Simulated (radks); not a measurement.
Question: Coherent X-ray form factor from a spherical all-electron density. Method: non-relativistic Kohn-Sham, TPSS, spin-polarised, spherical densities, point nucleus; meta-GGA in the generalised Kohn-Sham scheme; computed with a radial shooting solver on a logarithmic mesh with Libxc functionals.

| sin(theta)/lambda (1/angstrom) | f0 (electrons) |
|---|---|
| 0.05 | 65.722 |
| 0.1 | 64.905 |
| 0.15 | 63.593 |
| 0.2 | 61.853 |
| 0.25 | 59.769 |
| 0.3 | 57.434 |
| 0.4 | 52.360 |
| 0.5 | 47.229 |
| 0.6 | 42.412 |
| 0.8 | 34.215 |
| 1 | 27.851 |
| 1.25 | 22.056 |
| 1.5 | 18.246 |
| 2 | 14.124 |

The species is in the configuration that NIST lists as its ground one. Which atom or ion scatters so?

Answer: The gold ion Au13+, [Kr] 4d10 4f14 5s2 5p4. Extrapolating in s^2 from the first two rows gives f0(0) = 66.0, near the electron count 66; among species with that count, the fall with angle is slower the higher Z, and the table is that of Z = 79; from so few rows the species is fixed only to a neighbour or two.
